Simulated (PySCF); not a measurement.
Computed IR spectrum (relative IR intensity) of a molecule C4H9N. The structure is a stationary point at B3LYP-D3(BJ)/def2-SVP. One conformer was computed; it need not be the lowest. These are PySCF with B3LYP-D3(BJ)/def2-SVP values and carry that method's errors. Frequencies are harmonic and unscaled.

```
ν (cm⁻¹)  relative intensity
--------  ------------------
143                      2.8
276                      3.3
798                       28
816                      4.1
994                      5.1
1022                     7.9
1084                     3.9
1117                     4.7
1123                      29
1161                     8.8
1293                      11
1328                     2.9
1384                      29
1428                     4.1
1437                     9.8
1453                     6.0
1457                     5.4
1469                     6.3
1486                     5.8
1507                      12
1707                     100
2952                      36
2960                      51
3062                      18
3069                      14
3118                     6.0
3122                     9.9
3150                     8.5
3258                     4.9
```

Problem. Pick the molecule that these values belong to.
A. C=CCCN
B. C=CN(C)C
C. CNC1CC1
D. CC1(N)CC1

Solution. B, C=CN(C)C
